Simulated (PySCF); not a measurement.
# Ionisation energy of Ti(11+) by level of theory

Ti(11+) [Ne] 3s1 [3s1/2^1, M_J = 1/2] → Ti(12+) [Ne], as a difference of total energies. Computed with PySCF 2.14 in an even-tempered Gaussian basis (19 s from 0.76 bohr⁻², ratio 2.4; 13 p from 0.98 bohr⁻², ratio 2.4; 5 d from 3.5 bohr⁻², ratio 2.6; 4 f from 5.2 bohr⁻², ratio 2.6), with the two-component X2C-1e Hamiltonian. Correlated levels: 1s2 frozen; the 52 highest virtual spinors dropped. "Screened" scales the spin-orbit matrix elements by Boettger's factors to mimic the two-electron term; Breit and QED terms are absent.

| method | ionisation energy (eV) | difference from reference (eV) |
| --- | --- | --- |
| GHF (screened spin-orbit) | 290.92 | -0.58 |
| GMP2 (screened spin-orbit) | 291.48 | -0.02 |

Reference: 291.50 eV (semi-empirical (NIST evaluation); NIST Atomic Spectra Database, ionization energies).
